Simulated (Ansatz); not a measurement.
Computed with Ansatz on PBE0-D4/def2-TZVP structures; ΔE is electronic, products minus reactants. CCSD(T)/CBS is the MP2 limit (def2-TZVPP, def2-QZVPP) plus CCSD(T) − MP2 in def2-TZVPP, frozen cores. This one scheme is used for every species. DFT in def2-TZVPP. Each species was taken in one conformer, which may not be the lowest.

`CS[SiH2]CF` + `O[SiH3]` → `CS[SiH2]O[SiH3]` + `CF`  (ligand exchange at the Si–C bond)

```
          species  r2SCAN-D4 energy (Eh)
     `CS[SiH2]CF`             -867.92026
        `O[SiH3]`             -367.13151
`CS[SiH2]O[SiH3]`            -1095.37017
             `CF`             -139.73237
```

(1) Work out ΔE.

Largest T1 diagnostic among the species: 0.011.

Results:

(1) ΔE = (-1095.37017) + (-139.73237) − (-867.92026) − (-367.13151) = -0.05077 Eh = -133.3 kJ/mol. CCSD(T)/CBS gives -137.5 kJ/mol.

From PBE to PBE0 (25 % exact exchange), in def2-TZVPP and without D4, ΔE moves by −7.6 kJ/mol. In def2-TZVPP, CCSD(T) changes the Hartree–Fock value by +16.2 kJ/mol (the triples alone add +2.0 kJ/mol) and MP2 by +12.6 kJ/mol.
